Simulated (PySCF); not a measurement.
Level of theory: PBE0-D3(BJ)/def2-TZVP // PBE0-D3(BJ)/def2-SVP in PySCF. Isolated molecules, 0 K electronic values unless said otherwise. One relaxed conformer stands for a flexible species; it need not be the lowest. Excitations are Tamm–Dancoff values on a coarser integration grid. The basis has no diffuse functions, so Rydberg states are missing or too high.

Reference species (SMILES): `C[CH2][Ga]([CH2]C)[O]C` (neutral, multiplicity 1).

The S1–T1 gap (TDA) is 0.26 eV. The T1 excitation (TDA) is 4.99 eV.

Changed species: `C[CH2][Ga]([CH2]C)[CH2]C` (3 of 3 OCH3 replaced by C2H5; the reference has 2 of 3 OCH3 replaced by C2H5).

Problem. Predict the effect on the S1–T1 gap (TDA) and T1 excitation (TDA).

Solution. the S1–T1 gap (TDA) rises by 0.04 eV, to 0.30 eV; the T1 excitation (TDA) drops by 0.41 eV, to 4.58 eV.
